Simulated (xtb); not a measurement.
C4H10In, charge +1, singlet, at a GFN2-xTB geometry (such geometries of metal compounds can be far from the true shape); xtb with GFN2-xTB with GBSA(acetonitrile).

The xtb input:
```
$ xtb mol.xyz --gfn 2 --chrg 1 --gbsa acetonitrile --json

# file mol.xyz
15

In    -0.00325323    -0.00118182    -0.00075075
C     -0.26388659    -0.73201592     2.27317528
C      0.22828659    -2.14031481     2.44634191
H     -1.33630667    -0.61904132     2.43933074
H      0.31543215     0.00627723     2.82972437
H      1.29309220    -2.23290490     2.22233056
H     -0.33590699    -2.84966766     1.83718266
H      0.09057852    -2.42950229     3.49201022
C      0.25506796     0.72881234    -2.27521036
C     -0.20245158     2.14970000    -2.44037993
H     -0.34820496     0.00710143    -2.82806737
H      1.32262360     0.58878643    -2.45170842
H      0.38555276     2.84271358    -1.83494779
H     -1.26235605     2.26905968    -2.20601560
H     -0.06719440     2.43799713    -3.48661384
```

The log (banner, timings and long lists left out):

```
   ID    Z sym.   atoms
    1   49 In     1
    2    6 C      2, 3, 9, 10
    3    1 H      4-8, 11-15

           -------------------------------------------------
          |                Calculation Setup                |
           -------------------------------------------------

           -------------------------------------------------
          |                 G F N 2 - x T B                 |
           -------------------------------------------------

      * Solvation model:               GBSA
        Solvent                        acetonitrile
        Parameter file                 internal GFN2-xTB/GBSA
        Dielectric constant                3.7500E+01
        Reference state                gsolv [1 M gas/solution]
        Free energy shift                  2.0473E-03 Eh       1.2847E+00 kcal/mol
        Temperature                        2.9815E+02 K
        Density                            7.8600E-01 kg/L
        Solvent mass                       4.1050E+01 g/mol
        Interaction kernel             Still
        Born radius scaling (c1)           1.5800E+00
        Born radii integrator          GBOBC
        Born offset                        1.3788E-02 a0       2.6056E-02 AA
        H-bond correction              true
        Ion screening                  false
        Surface tension                    1.0000E-05 Eh       1.5569E+01 dyn/cm
        Grid points                               230 per atom

          ...................................................
          :                      SETUP                      :
          :.................................................:
          :  # basis functions                  36          :
          :  # atomic orbitals                  35          :
          :  # shells                           21          :
          :  # electrons                        28          :
          :  max. iterations                   250          :
          :  Hamiltonian                  GFN2-xTB          :
          :  restarted?                      false          :
          :  GBSA solvation                   true          :
          :  PC potential                    false          :
          :  electronic temp.          300.0000000     K    :
          :  accuracy                    1.0000000          :
          :  -> integral cutoff          0.2500000E+02      :
          :  -> integral neglect         0.1000000E-07      :
          :  -> SCF convergence          0.1000000E-05 Eh   :
          :  -> wf. convergence          0.1000000E-03 e    :
          :  Broyden damping             0.4000000          :
          :  net charge                          1          :
          :  unpaired electrons                  0          :
          ...................................................

 iter      E             dE          RMSdq      gap      omega  full diag
   1    -14.6721544 -0.146722E+02  0.222E+01    1.66       0.0  T
   2    -14.7076562 -0.355018E-01  0.921E+00    1.59       1.0  T
   3    -14.7083339 -0.677713E-03  0.515E+00    1.69       1.0  T
   4    -14.7094977 -0.116382E-02  0.134E+00    1.70       1.0  T
   5    -14.7094955  0.224436E-05  0.522E-01    1.71       1.0  T
   6    -14.7095014 -0.596936E-05  0.485E-02    1.70       1.0  T
   7    -14.7094815  0.199077E-04  0.562E-02    1.70       1.0  T
   8    -14.7095197 -0.381644E-04  0.332E-02    1.70       1.0  T
   9    -14.7095198 -0.767863E-07  0.738E-03    1.70       3.5  T
  10    -14.7095198 -0.817303E-08  0.944E-04    1.70      27.3  T
  11    -14.7095198 -0.493079E-09  0.995E-04    1.70      25.9  T

   *** convergence criteria satisfied after 11 iterations ***

         :::::::::::::::::::::::::::::::::::::::::::::::::::::
         ::                     SUMMARY                     ::
         :::::::::::::::::::::::::::::::::::::::::::::::::::::
         :: total energy             -14.508842025300 Eh    ::
         :: total w/o Gsasa/hb       -14.495236970825 Eh    ::
         :: gradient norm              0.003409697750 Eh/a0 ::
         :: HOMO-LUMO gap              1.702544286791 eV    ::
         ::.................................................::
         :: SCC energy               -14.709520894889 Eh    ::
         :: -> isotropic ES            0.079667008388 Eh    ::
         :: -> anisotropic ES         -0.017918303938 Eh    ::
         :: -> anisotropic XC          0.009032229673 Eh    ::
         :: -> dispersion             -0.006176618735 Eh    ::
         :: -> Gsolv                  -0.078088469848 Eh    ::
         ::    -> Gelec               -0.064483415373 Eh    ::
         ::    -> Gsasa               -0.013368542082 Eh    ::
         ::    -> Ghb                 -0.002283787745 Eh    ::
         ::    -> Gshift               0.002047275352 Eh    ::
         :: repulsion energy           0.200678869589 Eh    ::
         :: add. restraining           0.000000000000 Eh    ::
         :: total charge               1.000000000000 e     ::
         :::::::::::::::::::::::::::::::::::::::::::::::::::::

           -------------------------------------------------
          |                Property Printout                |
           -------------------------------------------------

    * Orbital Energies and Occupations

         #    Occupation            Energy/Eh            Energy/eV
      -------------------------------------------------------------
         1        2.0000           -0.6362160             -17.3123
         2        2.0000           -0.6315632             -17.1857
         3        2.0000           -0.5884896             -16.0136
         4        2.0000           -0.5796232             -15.7723
         5        2.0000           -0.5572375             -15.1632
         6        2.0000           -0.5229319             -14.2297
         7        2.0000           -0.5206816             -14.1685
         8        2.0000           -0.5033709             -13.6974
         9        2.0000           -0.4967109             -13.5162
        10        2.0000           -0.4882995             -13.2873
        11        2.0000           -0.4813002             -13.0968
        12        2.0000           -0.4567128             -12.4278
        13        2.0000           -0.4551569             -12.3855
        14        2.0000           -0.3936966             -10.7130 (HOMO)
        15                         -0.3311292              -9.0105 (LUMO)
        16                         -0.2012884              -5.4773
        17                         -0.1985692              -5.4033
        18                         -0.0679142              -1.8480
        19                         -0.0678344              -1.8459
        20                         -0.0465213              -1.2659
        21                         -0.0130771              -0.3558
        22                          0.0740475               2.0149
        23                          0.1266466               3.4462
        24                          0.1387091               3.7745
        25                          0.1516180               4.1257
       ...                                ...                  ...
        35                          0.6714118              18.2700
      -------------------------------------------------------------
                  HL-Gap            0.0625674 Eh            1.7025 eV
             Fermi-level           -0.3624129 Eh           -9.8618 eV

     #   Z          covCN         q      C6AA      α(0)
     1  49 In       1.567     0.390   368.875    43.495
     2   6 C        3.596    -0.102    23.108     6.959
     3   6 C        3.763    -0.128    22.991     6.835
     4   1 H        0.925     0.126     1.565     1.956
     5   1 H        0.925     0.126     1.565     1.956
     6   1 H        0.924     0.090     1.877     2.143
     7   1 H        0.924     0.090     1.877     2.143
     8   1 H        0.924     0.101     1.773     2.082
     9   6 C        3.596    -0.102    23.108     6.959
    10   6 C        3.763    -0.128    22.992     6.835
    11   1 H        0.925     0.126     1.564     1.956
    12   1 H        0.925     0.126     1.565     1.956
    13   1 H        0.924     0.090     1.877     2.143
    14   1 H        0.924     0.090     1.877     2.143
    15   1 H        0.924     0.101     1.773     2.082

 Mol. C6AA /au·bohr⁶  :       2587.025021
 Mol. C8AA /au·bohr⁸  :     142296.514456
 Mol. α(0) /au        :         91.642735

Wiberg/Mayer (AO) data.
largest (>0.10) Wiberg bond orders for each atom

 ---------------------------------------------------------------------------
     #   Z sym  total        # sym  WBO       # sym  WBO       # sym  WBO
 ---------------------------------------------------------------------------
     1  49 In   1.697 --     9 C    0.612     2 C    0.612
     2   6 C    3.916 --     3 C    1.052     5 H    0.916     4 H    0.916
                             1 In   0.612     9 C    0.398
     3   6 C    3.967 --     2 C    1.052     7 H    0.952     6 H    0.952
                             8 H    0.930
     4   1 H    0.982 --     2 C    0.916
     5   1 H    0.982 --     2 C    0.916
     6   1 H    0.986 --     3 C    0.952
     7   1 H    0.986 --     3 C    0.952
     8   1 H    0.954 --     3 C    0.930
     9   6 C    3.916 --    10 C    1.052    12 H    0.916    11 H    0.916
                             1 In   0.612     2 C    0.398
    10   6 C    3.967 --     9 C    1.052    14 H    0.952    13 H    0.952
                            15 H    0.930
    11   1 H    0.982 --     9 C    0.916
    12   1 H    0.982 --     9 C    0.916
    13   1 H    0.986 --    10 C    0.952
    14   1 H    0.986 --    10 C    0.952
    15   1 H    0.954 --    10 C    0.930
 ---------------------------------------------------------------------------

Topologies differ in total number of bonds
Writing topology from bond orders to xtbtopo.mol

molecular dipole:
                 x           y           z       tot (Debye)
 q only:       -0.000      -0.000      -0.000
   full:       -0.001      -0.000      -0.000       0.003
molecular quadrupole (traceless):
                xx          xy          yy          xz          yz          zz
 q only:      -10.291      -0.486      -1.624      -0.808     -12.110      11.914
  q+dip:      -10.034       0.302      -3.250      -0.985     -12.174      13.283
   full:       -7.018      -0.162      -1.170      -0.371      -8.730       8.188

           -------------------------------------------------
          | TOTAL ENERGY              -14.508842025300 Eh   |
          | GRADIENT NORM               0.003409697750 Eh/α |
          | HOMO-LUMO GAP               1.702544286791 eV   |
           -------------------------------------------------

normal termination of xtb
```
